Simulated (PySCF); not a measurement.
Molecular orbitals of CuO⁺

PBE0 at R = 1.784 Å; Cu cc-pVDZ-PP with ECP10, O cc-pVDZ; scalar-relativistic core potentials (PySCF 2.14). State: ³Σ⁻ (triplet), unpaired electrons π ↑↑. Only the outer orbitals are listed, counted within each symmetry, core potentials removing the inner ones.

| spin | orbital | occ. | ε (eV) | on Cu (%) | main shells (%) |
| --- | --- | --- | --- | --- | --- |
| α | 2π | 1 | -20.38 | 15 | 85 O p, 14 Cu d |
| α | 2π | 1 | -20.38 | 15 | 85 O p, 14 Cu d |
| α | 5σ | 1 | -19.99 | 33 | 65 O p, 29 Cu d |
| α | 3π | 1 | -17.45 | 87 | 86 Cu d, 13 O p |
| α | 3π | 1 | -17.45 | 87 | 86 Cu d, 13 O p |
| α | 1δ | 1 | -17.41 | 100 | 100 Cu d |
| α | 1δ | 1 | -17.40 | 100 | 100 Cu d |
| α | 6σ | 1 | -16.46 | 78 | 68 Cu d, 22 O p, 8 Cu s |
| α | 7σ | 0 | -9.64 | 96 | 82 Cu s, 12 Cu p |
| α | 4π | 0 | -5.42 | 99 | 99 Cu p |
| α | 4π | 0 | -5.42 | 99 | 99 Cu p |
| β | 4σ | 1 | -32.24 | 6 | 93 O s |
| β | 5σ | 1 | -18.93 | 45 | 51 O p, 42 Cu d |
| β | 1δ | 1 | -17.12 | 100 | 100 Cu d |
| β | 1δ | 1 | -17.11 | 100 | 100 Cu d |
| β | 2π | 1 | -16.87 | 87 | 86 Cu d, 13 O p |
| β | 2π | 1 | -16.87 | 87 | 86 Cu d, 13 O p |
| β | 6σ | 1 | -15.92 | 68 | 53 Cu d, 31 O p, 13 Cu s |
| β | 3π | 0 | -11.70 | 21 | 79 O p, 14 Cu d |
| β | 3π | 0 | -11.70 | 21 | 79 O p, 14 Cu d |
| β | 7σ | 0 | -9.43 | 93 | 76 Cu s, 14 Cu p |

**Question.** Which are the highest filled and the lowest empty level, where do they sit, and how wide is the gap?

**Answer.** Highest filled β 6σ at -15.92 eV (in %: 53 Cu d, 31 O p, 13 Cu s); lowest empty β 3π at -11.70 eV (in %: 79 O p, 14 Cu d); the gap at PBE0 is 4.22 eV.

```json
{
 "bond order (Mayer)": "1.07",
 "⟨S²⟩": "2.015",
 "charge on Cu (Mulliken, basis-dependent)": "0.90",
 "charge on Cu (Löwdin, basis-dependent)": "0.75",
 "dipole moment (positive dipole points towards O; it is taken about the centre of mass and depends on that origin)": "-2.21 D",
 "polarisability along the bond": "22.7 bohr³",
 "polarisability across the bond": "10.0 bohr³"
}
```

With d or f electrons several states lie close, and the lowest PBE0 determinant need not be the measured ground state.
